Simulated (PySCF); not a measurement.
## Titanium: a sound run and one with changed settings

Sound run: Ti [Ar] 3d2 4s2, Ti⁺ [Ar] 3d2 4s1. Computed with PySCF 2.14 in cc-pVTZ-DK, with the spin-free X2C one-electron Hamiltonian (Gaussian nucleus). In the sound run the correlated levels freeze [Ar]. The sound run starts from symmetry-adapted Hartree-Fock orbitals and uses a fine grid where one is needed.

Changed run: the non-relativistic Hamiltonian (point nucleus). This setting is unsound on purpose.

```json
{"species": "Ti", "method": "UHF", "sound run (hartree)": "-852.74751", "changed run (hartree)": "-846.71759", "converged": "yes"}
{"species": "Ti", "method": "LDA", "sound run (hartree)": "-851.61257", "changed run (hartree)": "-845.58780", "converged": "yes"}
{"species": "Ti", "method": "BP86", "sound run (hartree)": "-853.82864", "changed run (hartree)": "-847.80133", "converged": "yes"}
{"species": "Ti", "method": "MP2", "sound run (hartree)": "-852.78761", "changed run (hartree)": "-846.75721", "converged": "yes"}
{"species": "Ti⁺", "method": "UHF", "sound run (hartree)": "-852.54329", "changed run (hartree)": "-846.51504", "converged": "yes"}
{"species": "Ti⁺", "method": "LDA", "sound run (hartree)": "-851.35791", "changed run (hartree)": "-845.33570", "converged": "yes"}
{"species": "Ti⁺", "method": "BP86", "sound run (hartree)": "-853.57670", "changed run (hartree)": "-847.55177", "converged": "yes"}
{"species": "Ti⁺", "method": "MP2", "sound run (hartree)": "-852.55438", "changed run (hartree)": "-846.52593", "converged": "yes"}
```

Ionisation energy of Ti:

```
 method  sound run (eV)  changed run (eV)
    UHF           5.557             5.512
    LDA           6.929             6.860
   BP86           6.855             6.791
    MP2           6.346             6.293
SCS-MP2           6.515             6.461
```

Most of the change in total energy is the relativistic energy itself. On top of that the contraction fixes the core shape for the Hamiltonian it was made with, so the changed run is not a good calculation with the other Hamiltonian either.

For comparison, NIST gives 6.828 eV between the lowest levels.
